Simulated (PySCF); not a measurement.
`C[C@H](F)O[C@@H]1CO1`, C₄H₇FO₂

Molfile (atoms numbered from 1):
```
C4H7FO2
     RDKit          3D

 14 14  0  0  0  0  0  0  0  0999 V2000
   -2.2856    0.2349    0.4305 C   0  0  0  0  0  0  0  0  0  0  0  0
   -0.9253   -0.4181    0.2978 C   0  0  2  0  0  0  0  0  0  0  0  0
   -0.5560   -0.9661    1.5196 F   0  0  0  0  0  0  0  0  0  0  0  0
    0.0076    0.5226   -0.0762 O   0  0  0  0  0  0  0  0  0  0  0  0
    1.2835    0.0146   -0.3117 C   0  0  2  0  0  0  0  0  0  0  0  0
    2.3630    0.2588    0.6489 C   0  0  0  0  0  0  0  0  0  0  0  0
    2.2543    0.9387   -0.5809 O   0  0  0  0  0  0  0  0  0  0  0  0
   -2.6082    0.5914   -0.5419 H   0  0  0  0  0  0  0  0  0  0  0  0
   -2.2120    1.0746    1.1153 H   0  0  0  0  0  0  0  0  0  0  0  0
   -2.9981   -0.4883    0.8156 H   0  0  0  0  0  0  0  0  0  0  0  0
   -0.9374   -1.2790   -0.3971 H   0  0  0  0  0  0  0  0  0  0  0  0
    1.2822   -0.8968   -0.9148 H   0  0  0  0  0  0  0  0  0  0  0  0
    3.1860   -0.4409    0.7263 H   0  0  0  0  0  0  0  0  0  0  0  0
    2.1455    0.8532    1.5265 H   0  0  0  0  0  0  0  0  0  0  0  0
  1  2  1  0
  2  3  1  0
  2  4  1  0
  4  5  1  0
  5  6  1  0
  6  7  1  0
  7  5  1  0
  1  8  1  0
  1  9  1  0
  1 10  1  0
  2 11  1  6
  5 12  1  6
  6 13  1  0
  6 14  1  0
M  END
```

Level of theory: TDDFT CAM-B3LYP/def2-SVPD circular dichroism and optical rotation, one conformer, gas phase (PySCF). Geometry: GFN2-xTB.

The molecule is flexible and this is one conformer; a measurement averages over conformers. States above about 9.6 eV (minus the energy of the highest occupied orbital) lie near or above the ionisation threshold and depend on the basis.

Stereocentres: C2 S, C5 R.

(1) Give the optical rotatory dispersion at 633, 589.3, 546, 436, 405, 365, 355 nm.

(2) And for the mirror image at 589.3 nm?

(3) What is the molar rotation [Φ] = [α]·M/100 of the geometry above at 589.3 nm?

Answers

(1) [α] in deg dm⁻¹ (g/mL)⁻¹:
| λ (nm) | origin-invariant length gauge | modified velocity gauge | length gauge (centre of mass) | isotropic polarisability (au) |
| --- | --- | --- | --- | --- |
| 633 | -61.1 | -63.4 | -60.8 | 57.5 |
| 589.3 | -71.8 | -74.3 | -71.4 | 57.7 |
| 546 | -85.4 | -88.4 | -84.9 | 57.8 |
| 436 | -146.0 | -150.5 | -145.2 | 58.6 |
| 405 | -176.0 | -181.0 | -174.9 | 59.0 |
| 365 | -231.7 | -237.6 | -230.3 | 59.6 |
| 355 | -250.1 | -256.2 | -248.6 | 59.8 |

(2) +71.8 deg dm⁻¹ (g/mL)⁻¹ (origin-invariant length gauge): the same size and the opposite sign.

(3) With M = 106.10 g/mol, -76.1 deg cm² dmol⁻¹ (origin-invariant length gauge).

The first excitation lies at 8.01 eV (155 nm) with R = -29.2 × 10⁻⁴⁰ esu² cm² (velocity form).
